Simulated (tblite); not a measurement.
Species: C5H11Cl2FSi.
Numbering: `[CH3:1][CH2:2][C@:3]([CH3:4])([CH2:5][F:6])[SiH:7]([Cl:8])[Cl:9]` (hydrogens: H10, H11, H12 on C1; H13, H14 on C2; H15, H16, H17 on C4; H18, H19 on C5; H20 on Si7)

Geometry (GFN2-xTB, Å), atoms numbered from 1 in this order:
```xyz
20
C5H11Cl2FSi angstrom
C      2.2129    0.3948   -0.1153
C      0.7966    0.7993   -0.5146
C     -0.3348   -0.0971    0.0291
C     -0.2065   -0.2963    1.5432
C     -0.2769   -1.4748   -0.6306
F     -0.5471   -1.3799   -1.9778
Si    -2.0319    0.7119   -0.4185
Cl    -3.5189   -0.4864    0.2340
Cl    -2.1562    2.4949    0.5244
H      2.9229    1.0649   -0.5945
H      2.4476   -0.6180   -0.4326
H      2.3561    0.4675    0.9592
H      0.6265    1.8216   -0.1701
H      0.7276    0.8044   -1.6045
H      0.6763   -0.8859    1.7813
H     -0.1277    0.6654    2.0446
H     -1.0734   -0.8215    1.9402
H     -1.0319   -2.1460   -0.2102
H      0.7107   -1.9356   -0.5415
H     -2.1771    0.9275   -1.8487
```

Computed with GFN2-xTB (tblite): harmonic, unscaled wavenumbers at the GFN2-xTB geometry, gas phase. Against measured fundamentals such values can be off by several per cent, at times by over 20. Modes of hydrogen on silicon can be 10 to 20 % off. One conformer, not necessarily the lowest.

Harmonic wavenumbers (cm⁻¹): 33.9, 61.3, 81.8, 105.1, 129.0, 152.1, 171.2, 216.1, 237.8, 270.6, 298.9, 330.5, 348.1, 392.6, 474.7, 507.6, 531.0, 626.1, 634.3, 668.4, 813.8, 848.1, 948.6, 985.2, 1023.8, 1043.4, 1056.0, 1079.8, 1150.4, 1179.5, 1208.6, 1233.0, 1293.3, 1326.5, 1358.8, 1414.5, 1416.0, 1460.1, 1487.1, 1495.3, 1498.9, 1508.0, 1521.4, 2323.2, 2949.4, 2961.4, 2973.0, 2986.7, 3019.6, 3031.2, 3035.3, 3040.2, 3043.5, 3050.4.

A = 1177, B = 764.6, C = 575.4 MHz; mass 187.999 u (most abundant isotopes); point group C1, symmetry number 1.

Problem. Zero-point energy?

Solution. Half the sum of the wavenumbers: 33518 cm⁻¹ = 400.96 kJ/mol.

Problem. What is S at 298.15 K and 1 bar for an ideal gas of classical rigid rotors and harmonic oscillators?

Solution. Translation 174.16, rotation 128.90, vibration 166.61: S = 469.7 J/(mol K).

Problem. And Cp and H(298.15 K) − H(0)?

Solution. Cp = 188.26 J/(mol K), of which vibrations give 155.00 (their classical limit is 54 R = 449.0); H(298.15 K) − H(0) = 35.26 kJ/mol without the zero-point energy, 25.35 from vibrations.

Problem. Which modes carry the vibrational entropy at 298.15 K?

Solution. 33.9 cm⁻¹: 23.38; 61.3 cm⁻¹: 18.47; 81.8 cm⁻¹: 16.10; 105.1 cm⁻¹: 14.05; 129.0 cm⁻¹: 12.39; 152.1 cm⁻¹: 11.07 J/(mol K); the other 48 give 71.16 together.

Problem. How do the functions run with temperature in this model?

Solution. 
| T (K) | S (J/(mol K)) | Cp (J/(mol K)) | H − H(0) (kJ/mol) | G − H(0) (kJ/mol) | ln q(vib) |
| --- | --- | --- | --- | --- | --- |
| 100 | 319.4 | 97.9 | 6.41 | -25.52 | 2.62 |
| 200 | 403.2 | 147.0 | 18.79 | -61.85 | 6.34 |
| 300 | 470.8 | 189.0 | 35.61 | -105.64 | 9.88 |
| 500 | 585.4 | 262.5 | 81.10 | -211.61 | 16.38 |
| 800 | 726.1 | 335.7 | 171.77 | -409.13 | 25.11 |
| 1000 | 804.7 | 367.9 | 242.30 | -562.38 | 30.35 |

q(vib) and H(0) count from the zero-point level.

Problem. Blend soft modes into free rotors: weight 1/[1 + (100 cm⁻¹/ν̃)⁴] for the oscillator and the rest for a rotor with moment μB/(μ + B), μ = h/(8π²ν), B = 10⁻⁴⁴ kg m². What vibrational entropy results?

Solution. 152.04 J/(mol K) in place of 166.61, which changes −T·S at 298.15 K by +4.34 kJ/mol.

Hindered rotation and anharmonicity are outside this model. Other conformers, if any are populated, would add a mixing term that is left out. The structure is chiral; the term R ln 2 for an equal mix with its mirror image is left out.

Hardware: one thread of an Arm Neoverse V1, no GPU, shared host with 32 logical CPUs at a one-minute load of 6.9. Cost: 1.1 s. This covers the Hessian and the dipole derivatives.
